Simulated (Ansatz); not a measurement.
Basis sets compared for Mg₅O₄⁺. Total charge 1; doublet. Geometry r2SCAN-D4/def2-SVP. Ansatz on 4 threads of Arm Neoverse V1 on a shared host; times are rough, and most runs start from earlier orbitals.

Cartesian coordinates in Å:
```
Mg 0.605 -0.420 1.388
Mg -0.437 1.510 0.008
Mg -0.183 -1.197 -1.532
Mg -1.965 -1.222 0.934
Mg 1.927 0.975 -1.250
O -0.261 -1.839 0.253
O -1.222 0.439 1.386
O 0.080 0.672 -1.748
O 1.457 1.082 0.562
```

The structure comes from a short search, and lower isomers may exist.

```tsv
level	functions	energy (Eh)	HOMO (eV)	LUMO (eV)	wall time
PBE-D4/def2-SVP	146	-1299.9529	-7.67	-7.16	6.5 s
PBE0-D4/def2-SVP	146	-1300.0199	-7.96	-6.47	11 s
```

(1) Estimate the rows for PBE-D4/def2-TZVP (with forces), PBE0-D4/def2-TZVP.

Results:

(1) 
| level | functions | energy (Eh) | HOMO (eV) | LUMO (eV) | wall time |
| --- | --- | --- | --- | --- | --- |
| PBE-D4/def2-TZVP (with forces) | 284 | -1300.6686 | -7.62 | -7.11 | 13 s |
| PBE0-D4/def2-TZVP | 284 | -1300.7337 | -7.91 | -6.39 | 37 s |
